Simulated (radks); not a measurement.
Neutral beryllium, 4 electrons, occupied as [He] 2s2.

Calculated with a radial shooting solver on a logarithmic mesh with Libxc functionals: non-relativistic Kohn-Sham, PBE, spin-polarised, spherical densities, point nucleus.

Energy parts (eV):
| part | energy |
|---|---|
| total | -398.101 |
| kinetic | 396.152 |
| electron-nucleus | -915.338 |
| Hartree | 195.072 |
| exchange-correlation | -73.988 |

Orbitals (lengths in bohr, moments of r in powers of bohr; r(max) is where P^2 peaks):
| orbital | occ. | eigenvalue (eV) | r(max) | <1/r> | <r^2> |
|---|---|---|---|---|---|
| 1s | 2 | -106.1955 | 0.2662 | 3.661 | 0.2417 |
| 2s | 2 | -5.6088 | 2.042 | 0.5438 | 8.148 |

The highest occupied level is 2s at -5.609 eV. The electron density at the nucleus is 35.75 e/bohr^3. The density falls to 0.001 e/bohr^3 at r = 4.12 bohr. Virial ratio -V/T = 2.00492. Summed over all electrons, <r^2> = 16.78 bohr^2, which gives a Langevin (diamagnetic) susceptibility term of -13.3 x 10^-6 cm^3/mol. For comparison, the ionisation energy in NIST's Atomic Spectra Database is 9.323 eV (measured). In exact Kohn-Sham theory the highest level is minus the ionisation energy, but local and semilocal functionals leave it too shallow, through self-interaction and a potential that decays too fast; potentials with the right tail come closer.
